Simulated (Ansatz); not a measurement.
`C[Se][BH][GeH3]` + H₂ → `B[Se]C` + GeH₄ at 298.15 K and 1 bar (hydrogenolysis of a B–Ge bond).

Program: Ansatz. Geometries: PBE0-D4/def2-TZVP. ΔE: electronic, gas phase. CCSD(T)/CBS adds triple-zeta CCSD(T) − MP2 to the extrapolated MP2 energy (def2 sets, frozen cores). This one scheme is used for every species. For Ge, Se outer-core shells are correlated without core-valence functions, which leaves a few kJ/mol of doubt a bond. Scalar relativity is left out up to krypton. One conformer a species, not always the lowest.

```tsv
species	CCSD(T)/CBS energy (Eh)	H − E (kJ/mol)	S (J/(mol·K))
`C[Se][BH][GeH3]`	-4543.88078	216.2	374.9
H₂	-1.17544	35.1	130.4
`B[Se]C`	-2466.56684	169.4	301.6
GeH₄	-2078.49493	88.5	217.3
```

H − E and S are ideal-gas, rigid-rotor, harmonic terms from PBE0-D4/def2-TZVP, for one conformer and one mirror image of each species. For small species the MP2-based limit differs from directly extrapolated CCSD(T) by up to some mEh (0.8 for H₂); such offsets cancel only in part. 1 Eh = 2625.50 kJ/mol, R = 8.31446 J/(mol·K).

Problem. By hand: ΔE, ΔH, ΔS and ΔG.

Solution. ΔE = (-2466.56684) + (-2078.49493) − (-4543.88078) − (-1.17544) = -0.00555 Eh = -14.6 kJ/mol. Δ(H − E) = 169.4 + 88.5 − 216.2 − 35.1 = 6.6, so ΔH = -8.0 kJ/mol. ΔS = 301.6 + 217.3 − 374.9 − 130.4 = 13.6 J/(mol·K). ΔG = -8.0 − 298.15 × (13.6)/1000 = -12.1 kJ/mol.

Problem. By hand: the equilibrium constant, and the temperature at which ΔG would vanish if ΔH and ΔS stayed fixed.

Solution. log₁₀ K = −ΔG/(RT ln 10) = 2.1. ΔH and −TΔS have one sign here, so there is no such temperature.

TΔS isn't small against ΔH here. A doubt of 5 kJ/mol in ΔE shifts log₁₀ K by 0.9 here. Other conformers and mirror images would add mixing entropy, several J/(mol·K) or more a flexible species. These are equilibria of isolated gas molecules and say nothing of rates. Largest T1 diagnostic: 0.013 (customary marks: 0.02 for closed shells, 0.045 for open ones).
